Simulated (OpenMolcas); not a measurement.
## Co5+, Rh5+, Ir5+: d4 down the group

```yaml
Program: OpenMolcas
Method: CASSCF
Basis: ANO-RCC-VQZP
Scalar_Hamiltonian: DKH2, point nucleus
Spin-orbit_coupling: state interaction with AMFI integrals over the reference wave functions, term energies averaged over their components
```

Active space for each ion: 4 electrons in 5 orbitals (d).

Computed levels in cm-1 above 5D0:

| Level | Co5+ | Rh5+ | Ir5+ |
| --- | --- | --- | --- |
| 5D1 | 206 | 606 | 4866 |
| 5D2 | 604 | 1627 | 9352 |
| 5D3 | 1172 | 2906 | 13009 |
| 5D4 | 1885 | 4353 | 15649 |
| 3H4 | 30467 | 22466 | 25510 |
| 3H5 | 30906 | 23867 | 31690 |
| 3H6 | 31381 | 25012 | 34408 |
| 3P0(1) | 32320 | 22098 | 23941 |
| 3P1(1) | 33534 | 25153 | 32600 |
| weight of 5D in the lowest level (%) | 100 | 97 | 69 |

Mixed levels, with the weight of the term that names them: Ir5+ 5D0 (69 %), Ir5+ 5D4 (73 %), Ir5+ 3H4 (59 %), Ir5+ 3P0(1) (55 %).

Measured, with the error of the calculation in %. Measured levels: Co5+ from Sugar and Corliss, J. Phys. Chem. Ref. Data 10, 1097 (1981).

| Level | Co5+ |
| --- | --- |
| 5D1 | 204 (+1.2) |
| 5D2 | 589 (+2.6) |
| 5D3 | 1125 (+4.2) |
| 5D4 | 1782 (+5.8) |
| 3H4 | 28377 (+7.4) |
| 3H5 | 28806 (+7.3) |
| 3H6 | 29234 (+7.3) |
| 3P0(1) | 27166 (+19.0) |
| 3P1(1) | 28462 (+17.8) |

The fine-structure level 5D4 changes by a factor of 8.3 from Co5+ to Ir5+.

Without spin-orbit coupling 3H lies 29865, 21442, 19714 cm-1 above 5D in that order; the difference to the level 3H4, of either sign, comes from spin-orbit coupling, which also lowers the zero.

Without dynamic correlation excited terms often stand tens of per cent too high (terms of higher spin than the ground term too low), and those without a measured partner can miss by more than the paired ones. Measured partners are found by configuration, term and J. A level has none where our copy of the source lacks it or the pairing is in doubt (some pairs that miss far off the trend of their configuration count as doubtful), and it then counts in no deviation. Only configurations of the active space appear.

A number in round brackets counts repeated terms of one configuration in the order of the reference energies.
